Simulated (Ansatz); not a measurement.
**Multireference treatment of GeH4, singlet**

Calculated in Ansatz's Gaussian-basis code. Basis def2-SVP, nonrelativistic, 14 orbitals frozen in the corrections. State-specific CASSCF; RHF is the lowest restricted (open-shell) Hartree–Fock solution met. The basis is small, far from the limit. No symmetry is imposed, so a solution can break that of the shape. The lowest solution met needn't be the lowest there is, nor hold the orbitals that a chemist would pick.

Geometry:

```xyz
5

Ge    0.0000    0.0000    0.0000
H     0.8875    0.8875    0.8875
H     0.8875   -0.8875   -0.8875
H    -0.8875    0.8875   -0.8875
H    -0.8875   -0.8875    0.8875
```

Task: What do CASSCF and its corrections give against RHF in CAS(8,8), and what are the occupations?

Result: CASSCF -1.585 eV, SC-NEVPT2 -3.231 eV; occupations 1.99, 1.97, 1.97, 1.97, 0.03, 0.02, 0.02, 0.02.
